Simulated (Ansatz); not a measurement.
`C=N[SiH](O)Br`. The species carries charge 0 and has multiplicity 1. The structure was optimised at the PBE0-D4/def2-TZVP level. It is one conformer, not always the lowest.

```xyz
9

C    -0.453   -0.570    1.632
N    -0.380    0.312    0.738
Si    0.194    0.040   -0.870
O     1.312    1.157   -1.251
Br   -1.594    0.196   -2.171
H    -0.817   -0.312    2.633
H    -0.173   -1.625    1.489
H     0.824   -1.278   -1.094
H     1.087    2.079   -1.108
```

(1) What is the dipole moment at PBE/def2-TZVPP? (Estimate.)

(2) And with r2SCAN, B3LYP, ωB97M-V? (Estimate.)

(3) Give the Mulliken charges with PBE, r2SCAN, ωB97M-V in def2-TZVPP. (An estimate is asked.)

Answers

(1) Ansatz gave: 1.88 D, with components (0.40, -0.28, 1.81) D in this frame, pointing from negative to positive charge.

(2) The calculation gave: r2SCAN 2.00 D, B3LYP 2.03 D, ωB97M-V 2.12 D.

(3) The calculation gave: 
| atom | PBE | r2SCAN | ωB97M-V |
| --- | --- | --- | --- |
| C1 | -0.08 | 0.03 | -0.07 |
| N2 | -0.20 | -0.32 | -0.28 |
| Si3 | 0.53 | 0.65 | 0.55 |
| O4 | -0.33 | -0.40 | -0.36 |
| Br5 | -0.21 | -0.23 | -0.21 |
| H6 | 0.10 | 0.07 | 0.11 |
| H7 | 0.08 | 0.06 | 0.10 |
| H8 | -0.08 | -0.09 | -0.03 |
| H9 | 0.20 | 0.21 | 0.19 |

B3LYP here is the variant with VWN-RPA as its local correlation; programs differ in this.
